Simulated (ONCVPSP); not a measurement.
# Ca (Z = 20), ONCV: configuration errors across variants

- Element: calcium
- Generator: ONCVPSP 4.0.1
- Type: optimised norm-conserving Vanderbilt (ONCV)
- Functional: PBEsol
- Relativity: scalar-relativistic
- Frozen core: [Ne]
- Valence charge: 10
- Reference configuration: 3s2 3p6 4s1.5 (charge +0.5)
- Partial waves: 3s+4s: rc 1.50 bohr, ncon 3, nbas 7, qcut 9.9 1/bohr, 2 projectors; 3p: rc 1.40 bohr, ncon 4, nbas 9, qcut 12 1/bohr, 2 projectors, debl 2.1 Ha; d scattering state at 0.07 Ha: rc 1.35 bohr, ncon 4, nbas 8, qcut 6.6 1/bohr, 2 projectors, debl 2.4 Ha; f scattering state at 0.2 Ha: rc 1.40 bohr, ncon 4, nbas 7, qcut 6.8 1/bohr, 2 projectors, debl 0.6 Ha
- Local potential: polynomial inside 1.20 bohr (lpopt 5, dvloc0 4 Ha)
- Core correction: Teter function, fcfact 5, rcfact 1.4

In the d channel the program set the typed energies aside and used 0.050, 2.450 Ha.

All-electron excitation energies from the reference (eV): (1) 3s2 3p6 4s2 -2.504; (2) 3s2 3p6 4s1 3.802; (3) 3s2 3p6 4s0 15.483; (4) 3s2 3p5 4s2 32.099.

5 further variants failed, have other tests or too few solved ones, and are left out.

Errors AE − PS in meV (a dash: test not solved or not reliable):

```tsv
change	(1)	(2)	(3)	(4)	bound ghosts	GHOST(+) flags above zero
base	+0.1	-0.1	-0.5	+4.2	none	f
s: qcut 6.5; p: qcut 7.9; d: qcut 4.3; f: qcut 4.5	+0.1	-0.2	-1.2	+9.8	none	f
s: qcut 7.5; p: qcut 9.1; d: qcut 5; f: qcut 5.2	+0.1	-0.1	-0.9	+7.8	none	f
s: qcut 8.3; p: qcut 10; d: qcut 5.5; f: qcut 5.7	+0.1	-0.1	-0.7	+6.5	none	none
s: qcut 9.8; p: qcut 11.9; d: qcut 6.5; f: qcut 6.7	+0.1	-0.1	-0.5	+4.3	none	f
```

Question: Give the same row for: s: qcut 8.8; p: qcut 10.7; d: qcut 5.9; f: qcut 6.1.

Answer: 0.0, -0.1, -0.4, +5.9; bound ghosts: none; GHOST(+) flags above zero: f.
